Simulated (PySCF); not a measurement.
BH6NO2Si, SMILES OB(O)N[SiH3]. The structure is a stationary point at TPSSh-D3(BJ)/def2-SVP. The structure was generated by enumeration, and PubChem lists no compound with its InChIKey, so it may never have been made. One conformer was computed; it need not be the lowest.

Computed with PySCF with TPSSh-D3(BJ)/def2-SVP.

Harmonic wavenumbers (cm⁻¹): 95, 118, 129, 321, 379, 460, 473, 493, 647, 661, 722, 825, 931, 954, 967, 982, 988, 1013, 1199, 1442, 1467, 2249, 2255, 2263, 3605, 3840, 3849. Rotational constants (GHz): 8.888, 2.242, 1.829; symmetry number 1.

Problem. Work out the zero-point energy and the ideal-gas rigid-rotor harmonic-oscillator thermochemistry at 298.15 K and 1 atm.

Solution. ZPE = ½ Σ hcν = ½ × 33326 cm⁻¹ = 199.34 kJ/mol. H − E(el) = 220.54 kJ/mol. Entropy in J/(mol K): translation 165.00, rotation 111.21, vibration 67.29, total 343.50. G − E(el) = 118.12 kJ/mol. Cp = 112.59 J/(mol K). Modes under 150 cm⁻¹ make the vibrational entropy uncertain.
